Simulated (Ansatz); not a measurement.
System: chloro-bis(prop-2-enyl)borane, C$_{6}$H$_{10}$BCl, net charge 0, singlet state. SMILES: B(CC=C)(CC=C)Cl
Coordinates optimised at B3LYP-D3(BJ)/def2-TZVP (Ansatz, a quantum-chemistry and plane-wave program):
```xyz
18

C      2.4981     0.9457     1.2512
C      1.6641     1.1869     0.2470
C      1.4591     0.2766    -0.9377
B      0.0555    -0.3966    -0.7456
Cl    -0.0104    -2.1031    -0.2672
C     -1.3025     0.3811    -0.8964
C     -2.0589     0.4444     0.4020
C     -2.3109     1.5575     1.0789
H      2.5825     1.6259     2.0886
H      3.1266     0.0629     1.2680
H      1.0435     2.0771     0.2791
H      2.2673    -0.4519    -1.0006
H      1.4540     0.8741    -1.8566
H     -1.1324     1.3905    -1.2785
H     -1.9097    -0.1530    -1.6391
H     -2.3859    -0.5089     0.8046
H     -2.8448     1.5366     2.0199
H     -1.9955     2.5291     0.7155
```
Charge 0, spin multiplicity 1.

Computed values are from Ansatz. Valence correlation only, unless marked. Open shells are spin-unrestricted. Spin-orbit coupling is left out. Non-relativistic. CBS(X,Y): correlation extrapolated as X^-3; Hartree-Fock from the larger set. [CCSD(T)-MP2]/basis is that difference in the basis named.

**Question.** What is the dipole moment at CCSD(T)/aug-cc-pV(D+d)Z?

**Answer.** 1.27 D.

**Question.** What is the atomisation energy De at RI-MP2/CBS(aug-cc-pV(T+d)Z,aug-cc-pV(Q+d)Z)+[CCSD(T)-MP2]/aug-cc-pV(T+d)Z?

**Answer.** 7498.0 kJ/mol.

**Question.** What is the T1 diagnostic at CCSD/aug-cc-pV(T+d)Z?

**Answer.** 0.011.

**Question.** What is the total energy at RI-MP2/CBS(aug-cc-pV(T+d)Z,aug-cc-pV(Q+d)Z)+[CCSD(T)-MP2]/aug-cc-pV(T+d)Z?

**Answer.** -718.9161 Eh.
